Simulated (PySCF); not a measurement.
H₂Cl₂F₂Si₂, singlet, geometry from GFN2-xTB, with bond 8-4 at 1.4 times its length; SA2-CASSCF(6,6)/STO-3G in PySCF.

PySCF was given this input:
```python
from pyscf import gto, scf, mcscf
import numpy

mol = gto.Mole()
mol.atom = '''
    Si   -1.589600   -0.009763    0.342242
    F    -2.194508   -1.486524    0.234369
    F    -2.101415    0.623519   -1.033966
    Si    0.704392   -0.160495    0.480713
    Cl    1.571685   -1.078163   -1.089051
    Cl    1.505073    1.689571    0.655204
    H    -2.358429    0.656470    1.372941
    H     1.271912   -1.195447    2.156169
'''
mol.basis = 'sto-3g'
mol.charge = 0
mol.spin = 0
mol.verbose = 4
mol.build()

mf = scf.RHF(mol)
mf.kernel()
mc = mcscf.CASSCF(mf, 6, 6)
mc.fix_spin_(ss=0.0)
mc = mc.state_average_([0.5, 0.5])
mc.kernel()
```

What the program printed (banner, timings and long lists left out):

```
PySCF version 2.14.0

[INPUT] verbose = 4
[INPUT] num. atoms = 8
[INPUT] num. electrons = 82
[INPUT] charge = 0
[INPUT] spin (= nelec alpha-beta = 2S) = 0
[INPUT] symmetry False subgroup None
[INPUT] Mole.unit = angstrom
[INPUT] Symbol           X                Y                Z      unit          X                Y                Z       unit  Magmom
[...]
nuclear repulsion = 533.84912092998
number of shells = 28
number of NR pGTOs = 144
number of NR cGTOs = 48
basis = sto-3g
ecp = {}

******** <class 'pyscf.scf.hf.RHF'> ********
method = RHF
initial guess = minao
damping factor = 0
level_shift factor = 0
DIIS = <class 'pyscf.scf.diis.CDIIS'>
diis_start_cycle = 1
diis_space = 8
diis_damp = 0
SCF conv_tol = 1e-09
SCF conv_tol_grad = None
SCF max_cycles = 50
direct_scf = True
direct_scf_tol = 1e-13
Set gradient conv threshold to 3.16228e-05
Initial guess from minao.
init E= -1677.02619575856
[...]
cycle= 1 E= -1677.49105034709  delta_E= -0.465  |g|= 0.563  |ddm|= 3.29
[...]
cycle= 2 E= -1677.6465413294  delta_E= -0.155  |g|= 0.156  |ddm|= 1.38
[...]
cycle= 3 E= -1677.65761950058  delta_E= -0.0111  |g|= 0.035  |ddm|= 0.313
[...]
cycle= 4 E= -1677.65867685309  delta_E= -0.00106  |g|= 0.00755  |ddm|= 0.117
[...]
cycle= 5 E= -1677.65872456824  delta_E= -4.77e-05  |g|= 0.00139  |ddm|= 0.0259
[...]
cycle= 6 E= -1677.65872605024  delta_E= -1.48e-06  |g|= 0.000231  |ddm|= 0.00426
[...]
cycle= 7 E= -1677.65872609588  delta_E= -4.56e-08  |g|= 5.13e-05  |ddm|= 0.000755
[...]
cycle= 8 E= -1677.65872609847  delta_E= -2.59e-09  |g|= 1.08e-05  |ddm|= 0.000196
[...]
cycle= 9 E= -1677.65872609858  delta_E= -1.12e-10  |g|= 2.41e-06  |ddm|= 3.81e-05
[...]
Extra cycle  E= -1677.65872609859  delta_E= -4.55e-12  |g|= 1.12e-06  |ddm|= 6.04e-06
converged SCF energy = -1677.65872609859

******** <class 'pyscf.mcscf.addons.StateAverageCASSCF'> ********
CAS (3e+3e, 6o), ncore = 38, nvir = 4
max_cycle_macro = 50
max_cycle_micro = 4
conv_tol = 1e-07
conv_tol_grad = None
orbital rotation max_stepsize = 0.02
orbital rotation threshold for CI restart = 0.01
augmented hessian ah_max_cycle = 30
augmented hessian ah_conv_tol = 1e-12
augmented hessian ah_linear dependence = 1e-14
augmented hessian ah_level shift = 1e-08
augmented hessian ah_start_tol = 2.5
augmented hessian ah_start_cycle = 3
augmented hessian ah_grad_trust_region = 3
kf_trust_region = 3
kf_interval = 4
ci_response_space = 4
ci_grad_trust_region = 3
with_dep4 0
natorb = False
canonicalization = True
sorting_mo_energy = False
ao2mo_level = 2
internal_rotation = False
******** <class 'pyscf.mcscf.addons.StateAverageSpinPenaltyFCISolver'> ********
max. cycles = 50
conv_tol = 1e-08
davidson only = True
linear dependence = 1e-12
level shift = 0.001
max iter space = 12
nroots = 2
pspace_size = 400
spin = None
State-average over 2 states with weights [0.5, 0.5]
CASCI E = -1677.51480607896  S^2 = 0.0000000
Set conv_tol_grad to 0.000316228
macro iter   1 ( 21 JK    4 micro), CASSCF E = -1677.53335686836  dE = -1.85507894e-02  S^2 = 0.0000000
               |grad[o]|=0.0787  |ddm|=0.0729  |maxRot[o]|=0.185
macro iter   2 ( 21 JK    4 micro), CASSCF E = -1677.53788257423  dE = -4.52570587e-03  S^2 = 0.0000000
               |grad[o]|=0.0389  |ddm|=0.0593  |maxRot[o]|=0.205
macro iter   3 ( 21 JK    4 micro), CASSCF E = -1677.54247669156  dE = -4.59411733e-03  S^2 = 0.0000000
               |grad[o]|=0.0217  |ddm|=0.0482  |maxRot[o]|=0.222
macro iter   4 ( 21 JK    4 micro), CASSCF E = -1677.54749865198  dE = -5.02196042e-03  S^2 = 0.0000000
               |grad[o]|=0.0168  |ddm|=0.036  |maxRot[o]|=0.297
macro iter   5 ( 21 JK    4 micro), CASSCF E = -1677.54944625877  dE = -1.94760679e-03  S^2 = 0.0000000
               |grad[o]|=0.0114  |ddm|=0.0214  |maxRot[o]|=0.128
macro iter   6 ( 12 JK    3 micro), CASSCF E = -1677.55039663862  dE = -9.50379848e-04  S^2 = 0.0000000
               |grad[o]|=0.00772  |ddm|=0.00811  |maxRot[o]|=0.0782
macro iter   7 ( 21 JK    4 micro), CASSCF E = -1677.55146214171  dE = -1.06550309e-03  S^2 = 0.0000000
               |grad[o]|=0.00667  |ddm|=0.00714  |maxRot[o]|=0.101
macro iter   8 ( 21 JK    4 micro), CASSCF E = -1677.55139961594  dE =  6.25257662e-05  S^2 = 0.0000000
               |grad[o]|=0.00551  |ddm|=0.00697  |maxRot[o]|=0.0312
macro iter   9 ( 21 JK    4 micro), CASSCF E = -1677.55218836451  dE = -7.88748565e-04  S^2 = 0.0000000
               |grad[o]|=0.00565  |ddm|=0.00285  |maxRot[o]|=0.0538
macro iter  10 ( 21 JK    4 micro), CASSCF E = -1677.55219575312  dE = -7.38861672e-06  S^2 = 0.0000000
               |grad[o]|=0.00412  |ddm|=0.00283  |maxRot[o]|=0.00846
macro iter  11 ( 21 JK    4 micro), CASSCF E = -1677.55218270116  dE =  1.30519645e-05  S^2 = 0.0000000
               |grad[o]|=0.00422  |ddm|=0.0019  |maxRot[o]|=0.00641
macro iter  12 ( 18 JK    4 micro), CASSCF E = -1677.55269398536  dE = -5.11284201e-04  S^2 = 0.0000000
               |grad[o]|=0.0043  |ddm|=0.0014  |maxRot[o]|=0.0444
macro iter  13 ( 20 JK    4 micro), CASSCF E = -1677.55278187377  dE = -8.78884132e-05  S^2 = 0.0000000
               |grad[o]|=0.00274  |ddm|=0.00107  |maxRot[o]|=0.0155
macro iter  14 ( 21 JK    4 micro), CASSCF E = -1677.55278832637  dE = -6.45259775e-06  S^2 = 0.0000000
               |grad[o]|=0.00269  |ddm|=0.00133  |maxRot[o]|=0.004
macro iter  15 ( 16 JK    4 micro), CASSCF E = -1677.55289852519  dE = -1.10198820e-04  S^2 = 0.0000000
               |grad[o]|=0.00273  |ddm|=0.000771  |maxRot[o]|=0.0166
macro iter  16 ( 13 JK    4 micro), CASSCF E = -1677.55291312420  dE = -1.45990068e-05  S^2 = 0.0000000
               |grad[o]|=0.00205  |ddm|=0.000983  |maxRot[o]|=0.00564
macro iter  17 ( 13 JK    4 micro), CASSCF E = -1677.55291630568  dE = -3.18148227e-06  S^2 = 0.0000000
               |grad[o]|=0.00212  |ddm|=0.00102  |maxRot[o]|=0.00165
macro iter  18 ( 13 JK    4 micro), CASSCF E = -1677.55291851204  dE = -2.20636002e-06  S^2 = 0.0000000
               |grad[o]|=0.00208  |ddm|=0.00103  |maxRot[o]|=0.00106
[...]
               |grad[o]|=0.00207  |ddm|=0.00102  |maxRot[o]|=0.000725
macro iter  20 ( 13 JK    4 micro), CASSCF E = -1677.55292193632  dE = -1.39685335e-06  S^2 = 0.0000000
               |grad[o]|=0.00205  |ddm|=0.00105  |maxRot[o]|=0.000651
macro iter  21 ( 13 JK    4 micro), CASSCF E = -1677.55292322538  dE = -1.28906095e-06  S^2 = 0.0000000
               |grad[o]|=0.00205  |ddm|=0.00102  |maxRot[o]|=0.00051
macro iter  22 ( 13 JK    4 micro), CASSCF E = -1677.55292421199  dE = -9.86605755e-07  S^2 = 0.0000000
               |grad[o]|=0.00204  |ddm|=0.00105  |maxRot[o]|=0.000515
macro iter  23 ( 13 JK    4 micro), CASSCF E = -1677.55292516219  dE = -9.50202775e-07  S^2 = 0.0000000
               |grad[o]|=0.00204  |ddm|=0.00102  |maxRot[o]|=0.000425
macro iter  24 ( 13 JK    4 micro), CASSCF E = -1677.55292591106  dE = -7.48872253e-07  S^2 = 0.0000000
               |grad[o]|=0.00203  |ddm|=0.00104  |maxRot[o]|=0.000444
macro iter  25 ( 13 JK    4 micro), CASSCF E = -1677.55292667310  dE = -7.62039008e-07  S^2 = 0.0000000
               |grad[o]|=0.00202  |ddm|=0.00101  |maxRot[o]|=0.000371
macro iter  26 ( 13 JK    4 micro), CASSCF E = -1677.55292727661  dE = -6.03513627e-07  S^2 = 0.0000000
               |grad[o]|=0.00202  |ddm|=0.00104  |maxRot[o]|=0.0004
macro iter  27 ( 13 JK    4 micro), CASSCF E = -1677.55292791363  dE = -6.37015091e-07  S^2 = 0.0000000
               |grad[o]|=0.00202  |ddm|=0.00101  |maxRot[o]|=0.000334
macro iter  28 ( 13 JK    4 micro), CASSCF E = -1677.55292841933  dE = -5.05703383e-07  S^2 = 0.0000000
               |grad[o]|=0.00201  |ddm|=0.00103  |maxRot[o]|=0.000367
macro iter  29 ( 13 JK    4 micro), CASSCF E = -1677.55292896105  dE = -5.41722329e-07  S^2 = 0.0000000
               |grad[o]|=0.00201  |ddm|=0.001  |maxRot[o]|=0.000311
macro iter  30 ( 13 JK    4 micro), CASSCF E = -1677.55292939588  dE = -4.34828053e-07  S^2 = 0.0000000
               |grad[o]|=0.002  |ddm|=0.00103  |maxRot[o]|=0.000337
macro iter  31 ( 13 JK    4 micro), CASSCF E = -1677.55292985643  dE = -4.60548563e-07  S^2 = 0.0000000
               |grad[o]|=0.002  |ddm|=0.00101  |maxRot[o]|=0.000289
macro iter  32 ( 13 JK    4 micro), CASSCF E = -1677.55293024025  dE = -3.83822680e-07  S^2 = 0.0000000
               |grad[o]|=0.002  |ddm|=0.00102  |maxRot[o]|=0.000306
macro iter  33 ( 13 JK    4 micro), CASSCF E = -1677.55293061713  dE = -3.76877779e-07  S^2 = 0.0000000
               |grad[o]|=0.002  |ddm|=0.00102  |maxRot[o]|=0.000281
macro iter  34 ( 13 JK    4 micro), CASSCF E = -1677.55293096099  dE = -3.43863121e-07  S^2 = 0.0000000
               |grad[o]|=0.00199  |ddm|=0.00102  |maxRot[o]|=0.000278
macro iter  35 ( 13 JK    4 micro), CASSCF E = -1677.55293130379  dE = -3.42799012e-07  S^2 = 0.0000000
               |grad[o]|=0.00199  |ddm|=0.00101  |maxRot[o]|=0.000257
macro iter  36 ( 13 JK    4 micro), CASSCF E = -1677.55293160622  dE = -3.02426770e-07  S^2 = 0.0000000
               |grad[o]|=0.00199  |ddm|=0.00101  |maxRot[o]|=0.000262
macro iter  37 ( 13 JK    4 micro), CASSCF E = -1677.55293191125  dE = -3.05029744e-07  S^2 = 0.0000000
               |grad[o]|=0.00199  |ddm|=0.001  |maxRot[o]|=0.000238
macro iter  38 ( 13 JK    4 micro), CASSCF E = -1677.55293219213  dE = -2.80880158e-07  S^2 = 0.0000000
               |grad[o]|=0.00199  |ddm|=0.00101  |maxRot[o]|=0.00024
macro iter  39 ( 13 JK    4 micro), CASSCF E = -1677.55293247443  dE = -2.82294877e-07  S^2 = 0.0000000
               |grad[o]|=0.00198  |ddm|=0.000998  |maxRot[o]|=0.000227
macro iter  40 ( 13 JK    4 micro), CASSCF E = -1677.55293270825  dE = -2.33829724e-07  S^2 = 0.0000000
               |grad[o]|=0.00198  |ddm|=0.001  |maxRot[o]|=0.000223
macro iter  41 ( 13 JK    4 micro), CASSCF E = -1677.55293292787  dE = -2.19611138e-07  S^2 = 0.0000000
               |grad[o]|=0.00198  |ddm|=0.00102  |maxRot[o]|=0.00022
macro iter  42 ( 13 JK    4 micro), CASSCF E = -1677.55293315532  dE = -2.27450528e-07  S^2 = 0.0000000
               |grad[o]|=0.00198  |ddm|=0.00101  |maxRot[o]|=0.000206
macro iter  43 ( 13 JK    4 micro), CASSCF E = -1677.55293334362  dE = -1.88307013e-07  S^2 = 0.0000000
               |grad[o]|=0.00198  |ddm|=0.00101  |maxRot[o]|=0.000192
macro iter  44 ( 13 JK    4 micro), CASSCF E = -1677.55293357584  dE = -2.32215598e-07  S^2 = 0.0000000
               |grad[o]|=0.00198  |ddm|=0.000987  |maxRot[o]|=0.000193
macro iter  45 ( 13 JK    4 micro), CASSCF E = -1677.55293373322  dE = -1.57381010e-07  S^2 = 0.0000000
               |grad[o]|=0.00197  |ddm|=0.001  |maxRot[o]|=0.000203
macro iter  46 ( 13 JK    4 micro), CASSCF E = -1677.55293394189  dE = -2.08673328e-07  S^2 = 0.0000000
               |grad[o]|=0.00197  |ddm|=0.000983  |maxRot[o]|=0.000187
macro iter  47 ( 13 JK    4 micro), CASSCF E = -1677.55293408744  dE = -1.45544163e-07  S^2 = 0.0000000
               |grad[o]|=0.00197  |ddm|=0.000999  |maxRot[o]|=0.000192
macro iter  48 ( 13 JK    4 micro), CASSCF E = -1677.55293428757  dE = -2.00133172e-07  S^2 = 0.0000000
               |grad[o]|=0.00197  |ddm|=0.000979  |maxRot[o]|=0.000177
macro iter  49 ( 13 JK    4 micro), CASSCF E = -1677.55293439608  dE = -1.08512495e-07  S^2 = 0.0000000
               |grad[o]|=0.00197  |ddm|=0.001  |maxRot[o]|=0.000188
macro iter  50 ( 13 JK    4 micro), CASSCF E = -1677.55293456198  dE = -1.65897745e-07  S^2 = 0.0000000
               |grad[o]|=0.00197  |ddm|=0.000982  |maxRot[o]|=0.000176
1-step CASSCF not converged,  50 macro (752 JK 199 micro) steps
CASSCF canonicalization
Density matrix diagonal elements [1.98094765 1.68181788 1.63832409 0.62336233 0.05461646 0.02093159]
CASSCF energy = -1677.55293456198
CASCI E = -1677.55293456198  E(CI) = -6.58957864253034  S^2 = 0.0000000
CASCI state-averaged energy = -1677.55293456198
CASCI energy for each state
  State 0 weight 0.5  E = -1677.71743764336 S^2 = 0.0000000
  State 1 weight 0.5  E = -1677.3884314806 S^2 = 0.0000000
```

The run did not converge; its last values are not results.
